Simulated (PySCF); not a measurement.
Ge(H)(Cl)2(vinyl) (C₂H₄Cl₂Ge), SMILES C=[CH][GeH]([Cl])[Cl]. Geometry optimised at PBE0-D3(BJ)/def2-SVP. Other conformers were not sampled.

**Question.** Give the equilibrium geometry at PBE0-D3(BJ)/def2-SVP (PySCF confirms it by a frequency run) as a Z-matrix. (Estimate from the structure and the level; the computed values follow.)

**Answer.** Several could match; the one computed here: 
```
C
C 1 1.3345
H 2 1.0952 1 121.50
H 2 1.0952 3 116.96 1 -179.79
H 1 1.0965 2 120.58 3 -0.42
Ge 1 1.9228 5 116.95 2 179.28
H 6 1.5316 1 116.87 5 60.90
Cl 6 2.1575 7 106.80 1 122.21
Cl 6 2.1577 7 107.79 1 -121.97
```
